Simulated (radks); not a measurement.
Spherical quantum dot in the effective-mass picture: electrons in a hard-walled sphere of radius 1.33, with a point charge +2 (a donor) at the centre, all in effective atomic units (hartree* = m*/eps^2 hartree, bohr* = eps/m* bohr), one dielectric constant everywhere. Method: non-relativistic Kohn-Sham, exchange-only LDA, spin-polarised, spherical densities; computed with a radial shooting solver with Libxc functionals. Levels are named by radial order and angular momentum (1s, 1p, 1d, 2s, ...), and open shells are averaged over m. Results are scaled to m* = 0.418 and eps = 13.9, for which hartree* = 58.87 meV and bohr* = 1.76 nm.

N = 18, configuration 1s2 1p6 1d10. This is the lowest configuration that the search found. Occupied and some empty levels:

| level | occupation | eigenvalue (meV) | <r> (nm) |
|---|---|---|---|
| 1s | 2 | 1083.9 | 1.175 |
| 1p | 6 | 1251.2 | 1.455 |
| 1d | 10 | 1446.9 | 1.571 |
| 2s | 0 | 1485.3 | 1.111 |
| 1f | 0 | 1687.8 | 1.648 |
| 2p | 0 | 1892.6 | 1.220 |

Energy (meV): total 14322.5, kinetic 8000.8, external -2775.6, Hartree 10184, exchange-correlation -1086.3.

Electron density:

| r (nm) | n(r) (e/nm^3) |
|---|---|
| 0.120 | 0.5364 |
| 0.295 | 0.4143 |
| 0.470 | 0.3768 |
| 0.645 | 0.4014 |
| 0.820 | 0.4705 |
| 0.995 | 0.5625 |
| 1.17 | 0.6468 |
| 1.35 | 0.6866 |
| 1.52 | 0.6490 |
| 1.70 | 0.5224 |
| 1.87 | 0.3337 |
| 2.05 | 0.1432 |
| 2.22 | 0.02350 |
